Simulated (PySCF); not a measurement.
Ge(F)(SH)3 (FGeH3S3), SMILES [F][Ge]([SH])([SH])[SH].

Coordinates come from a PBE-D3(BJ)/def2-SVP optimisation. This is a generated structure with no PubChem entry under its InChIKey; it may be hypothetical. Other conformers were not sampled.

The numbers are results of PBE-D3(BJ)/def2-SVP in PySCF 2.14.0, not measurements.

Frequencies are harmonic and unscaled.

Computed vibrational spectrum:
```json
[
 {"mode": "1", "ν (cm⁻¹)": "62", "IR (km/mol)": "8.2", "moving atoms (share of kinetic energy)": "H 55 %, S 29 %, F 16 %"},
 {"mode": "2", "ν (cm⁻¹)": "64", "IR (km/mol)": "8.0", "moving atoms (share of kinetic energy)": "H 54 %, S 29 %, F 16 %"},
 {"mode": "3", "ν (cm⁻¹)": "132", "IR (km/mol)": "3.1", "moving atoms (share of kinetic energy)": "S 56 %, H 32 %, Ge 11 %"},
 {"mode": "4", "ν (cm⁻¹)": "133", "IR (km/mol)": "3.2", "moving atoms (share of kinetic energy)": "S 55 %, H 32 %, Ge 11 %"},
 {"mode": "5", "ν (cm⁻¹)": "135", "IR (km/mol)": "0.0", "moving atoms (share of kinetic energy)": "S 52 %, Ge 32 %, F 8 %"},
 {"mode": "6", "ν (cm⁻¹)": "203", "IR (km/mol)": "19.2", "moving atoms (share of kinetic energy)": "F 51 %, S 24 %, H 16 %, Ge 8 %"},
 {"mode": "7", "ν (cm⁻¹)": "203", "IR (km/mol)": "19.2", "moving atoms (share of kinetic energy)": "F 51 %, S 24 %, H 16 %, Ge 8 %"},
 {"mode": "8", "ν (cm⁻¹)": "236", "IR (km/mol)": "35.0", "moving atoms (share of kinetic energy)": "H 91 %"},
 {"mode": "9", "ν (cm⁻¹)": "355", "IR (km/mol)": "1.1", "moving atoms (share of kinetic energy)": "S 86 %"},
 {"mode": "10", "ν (cm⁻¹)": "420", "IR (km/mol)": "60.5", "moving atoms (share of kinetic energy)": "S 58 %, Ge 40 %"},
 {"mode": "11", "ν (cm⁻¹)": "420", "IR (km/mol)": "60.6", "moving atoms (share of kinetic energy)": "S 58 %, Ge 40 %"},
 {"mode": "12", "ν (cm⁻¹)": "663", "IR (km/mol)": "53.6", "moving atoms (share of kinetic energy)": "F 68 %, H 17 %, Ge 14 %"},
 {"mode": "13", "ν (cm⁻¹)": "703", "IR (km/mol)": "9.0", "moving atoms (share of kinetic energy)": "H 77 %, F 11 %"},
 {"mode": "14", "ν (cm⁻¹)": "719", "IR (km/mol)": "3.9", "moving atoms (share of kinetic energy)": "H 93 %"},
 {"mode": "15", "ν (cm⁻¹)": "719", "IR (km/mol)": "4.0", "moving atoms (share of kinetic energy)": "H 93 %"},
 {"mode": "16", "ν (cm⁻¹)": "2607", "IR (km/mol)": "0.6", "moving atoms (share of kinetic energy)": "H 97 %"},
 {"mode": "17", "ν (cm⁻¹)": "2607", "IR (km/mol)": "1.4", "moving atoms (share of kinetic energy)": "H 97 %"},
 {"mode": "18", "ν (cm⁻¹)": "2607", "IR (km/mol)": "1.4", "moving atoms (share of kinetic energy)": "H 97 %"}
]
```
